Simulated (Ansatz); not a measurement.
Cartesian coordinates in Å:
```
C 0.952 0.304 2.282
O 0.228 -0.187 1.173
Si 0.980 -0.569 -0.252
N -0.234 -0.841 -1.424
Si -1.518 0.256 -1.808
O -1.695 1.290 -0.549
H 0.240 0.617 3.047
H 1.571 1.167 2.008
H 1.599 -0.470 2.707
H 1.860 0.579 -0.595
H 1.790 -1.808 -0.107
H -0.359 -1.798 -1.717
H -1.239 1.111 -2.987
H -2.723 -0.573 -2.087
H -1.451 0.922 0.309
```

Total charge 0; spin multiplicity 1.

Q: List the ωB97M-V/def2-TZVPP orbital energies in eV (Ansatz). (Best estimate.)

A: Ansatz gave: Occupied: -1807.60, -1807.39, -526.32, -525.83, -394.15, -282.98, -148.55, -148.34, -102.69, -102.67, -102.65, -102.49, -102.45, -102.43, -31.43, -30.63, -26.48, -22.20, -18.39, -17.97, -16.46, -15.77, -15.59, -15.30, -14.38, -13.35, -12.80, -12.47, -12.26, -11.61, -11.30, -10.69, -10.11. Lowest empty: 2.02, 2.26, 2.60, 3.17, 3.51, 3.67, 3.89, 4.28.
